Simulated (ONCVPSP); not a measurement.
**Which change was made? (Rb, ONCV)**

rubidium (Rb), optimised norm-conserving Vanderbilt (ONCV), made with ONCVPSP 4.0.1 (LDA (Perdew-Wang 92), scalar-relativistic). Core [Ar] 3d10, reference 4s2 4p6 5s1. Waves: 4s+5s: rc 2.55 bohr, ncon 5, nbas 8, qcut 4.5 1/bohr, 2 projectors; 4p: rc 2.65 bohr, ncon 5, nbas 8, qcut 5.7 1/bohr, 2 projectors, debl 0.7 Ha; d scattering state at 0.03 Ha: rc 2.35 bohr, ncon 4, nbas 7, qcut 4 1/bohr, 2 projectors, debl 3.6 Ha. Local part: polynomial inside 2.05 bohr (lpopt 5, dvloc0 0 Ha). Core correction: polynomial model core, fcfact 0.25.

Cutoffs, loose and tight: the cutoffs (Ha) at which the residual kinetic energy of the hardest occupied pseudo-wave falls to 1 and 0.1 mHa per electron. They do not see the model core or the augmentation charge, which bear on the density cutoff. Test errors are all-electron minus pseudo excitation energies from the reference, over the configurations 4s2 4p6 5s0; 4s2 4p6 5s0.5; 4s2 4p6 5s0 5p1; 4s2 4p5 5s1; variants that change the core or the reference have their own tests.

The base gives: outcome: generated; cutoff, loose: 7.4 Ha; cutoff, tight: 9.6 Ha; bound ghosts: none; GHOST(+) flags above zero: none; largest test error (meV): -9.1.

Problem. After one change the result is: outcome: generated; cutoff, loose: 7.4 Ha; cutoff, tight: 9.6 Ha; bound ghosts: none; GHOST(+) flags above zero: none; largest test error (meV): -14. Which change was it?
A. all radii but the core radius scaled by about 0.75 (s 1.92, p 2.00, d 1.78 bohr); local potential polynomial inside 1.54 bohr (lpopt 5, dvloc0 0 Ha)
B. p: ncon 4, nbas 7
C. s: qcut 2.8; p: qcut 3.6; d: qcut 2.5

Solution. B. The others give: s: qcut 2.8; p: qcut 3.6; d: qcut 2.5 → outcome: generated; cutoff, loose: 6.4 Ha; cutoff, tight: 23 Ha; bound ghosts: none; GHOST(+) flags above zero: d; largest test error (meV): -0.5 | all radii but the core radius scaled by about 0.75 (s 1.92, p 2.00, d 1.78 bohr); local potential polynomial inside 1.54 bohr (lpopt 5, dvloc0 0 Ha) → outcome: generated; cutoff, loose: 30 Ha; cutoff, tight: 43 Ha; bound ghosts: none; GHOST(+) flags above zero: s; largest test error (meV): -5.7.
